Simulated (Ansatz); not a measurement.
C2H6BGaO, SMILES `B[CH2][Ga]1[CH2][O]1`. Charge 0, multiplicity 1.

Cartesian coordinates in Å:
```
B -1.281 -0.117 -0.863
C -0.309 0.995 -1.255
Ga 1.154 0.757 0.114
C 1.088 -0.796 1.648
O -0.010 -1.071 1.087
H -2.178 0.110 -0.105
H -1.200 -1.193 -1.380
H -0.611 2.033 -1.089
H 0.239 0.901 -2.197
H 1.116 -0.226 2.591
H 1.992 -1.394 1.449
```

Question: What are the harmonic wavenumbers in cm⁻¹ at PBE0-D4/def2-TZVP (Ansatz, finite differences of forces, unscaled)? (An estimate is asked.)

Answer: Ansatz gave: 46, 65, 127, 131, 246, 372, 461, 500, 653, 663, 829, 878, 982, 1002, 1064, 1064, 1203, 1238, 1409, 1423, 1575, 2576, 2656, 2957, 3022, 3064, 3125.

Question: Is this a minimum?

Answer: Yes, all 27 modes are real.

Question: Give the ideal-gas thermochemistry at 298.15 K and 1 bar (rigid rotor, harmonic oscillator; point group Cs, symmetry number 1).

Answer: Zero-point energy 199.4 kJ/mol; H(298) − E = 222.1 kJ/mol; entropy 369.1 J/(mol·K), of which translation 169.2, rotation 112.2, vibration 87.7; G(298) − E = 112.1 kJ/mol. Modes under 100 cm⁻¹ are hindered rotations or soft bends, so the harmonic entropy is rough.
